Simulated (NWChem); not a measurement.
System: In cation, singlet

Here is an NWChem input.

```
start job
memory heap 200 mb stack 900 mb global 1100 mb
charge 1
geometry units angstroms noautosym nocenter noautoz
  In     0.000000     0.000000     0.000000
end
basis spherical
  * library def2-svp
end
ecp
  In library def2-ecp
end
dft
  xc pbe0
  iterations 150
end
property
  response 1 0.0
end
task dft property
```

Low-valent species are run as closed-shell singlets; no triplet was tried in these runs. def2 effective core potentials on In; no spin-orbit coupling.

Static field.

Task: Give the results of this calculation. (PBE0/def2-SVP with def2 effective core potentials on In.) Quantities: basis functions; isotropic polarisability (bohr³); anisotropy (bohr³).

Result: 
| Item | Value |
|---|---|
| number of basis functions | 26 |
| isotropic polarisability (bohr³) | 24.3 |
| anisotropy (bohr³) | 0.0 |
